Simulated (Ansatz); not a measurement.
C6H3ClZr, SMILES `C#[C][Zr]([Cl])([C]#C)[C]#C`. The species carries charge 0 and has multiplicity 1. Zr takes the def2 core potential. The structure was optimised at the PBE0-D4/def2-TZVP level.

```xyz
11

C     0.660    3.025    0.817
C     0.154    1.971    0.484
Zr   -0.715    0.079   -0.104
Cl   -3.003    0.331   -0.437
C    -0.357   -1.380    1.452
C    -0.136   -2.198    2.324
C     0.222   -0.592   -1.934
C     0.766   -0.970   -2.954
H     1.106    3.950    1.110
H     0.060   -2.915    3.090
H     1.244   -1.303   -3.849
```

**Question.** What is the dipole moment at B3LYP/def2-TZVPP? (Best estimate.)

**Answer.** Ansatz gave: 1.74 D, with components (1.71, -0.19, 0.25) D in this frame, pointing from negative to positive charge.

**Question.** And with PBE, r2SCAN, ωB97M-V? (Best estimate.)

**Answer.** Ansatz gave: PBE 1.69 D, r2SCAN 1.83 D, ωB97M-V 1.68 D.

**Question.** Give the Mulliken charges with B3LYP, PBE, r2SCAN in def2-TZVPP. (Estimate.)

**Answer.** Computed: 
```json
{"atom": "C1", "B3LYP": "-0.21", "PBE": "-0.22", "r2SCAN": "-0.32"}
{"atom": "C2", "B3LYP": "-0.41", "PBE": "-0.31", "r2SCAN": "-0.32"}
{"atom": "Zr3", "B3LYP": "1.39", "PBE": "1.21", "r2SCAN": "1.55"}
{"atom": "Cl4", "B3LYP": "-0.25", "PBE": "-0.22", "r2SCAN": "-0.25"}
{"atom": "C5", "B3LYP": "-0.41", "PBE": "-0.31", "r2SCAN": "-0.32"}
{"atom": "C6", "B3LYP": "-0.21", "PBE": "-0.22", "r2SCAN": "-0.32"}
{"atom": "C7", "B3LYP": "-0.41", "PBE": "-0.31", "r2SCAN": "-0.32"}
{"atom": "C8", "B3LYP": "-0.21", "PBE": "-0.22", "r2SCAN": "-0.32"}
{"atom": "H9", "B3LYP": "0.24", "PBE": "0.20", "r2SCAN": "0.21"}
{"atom": "H10", "B3LYP": "0.24", "PBE": "0.20", "r2SCAN": "0.21"}
{"atom": "H11", "B3LYP": "0.24", "PBE": "0.20", "r2SCAN": "0.21"}
```

B3LYP here is the variant with VWN-RPA as its local correlation; programs differ in this.
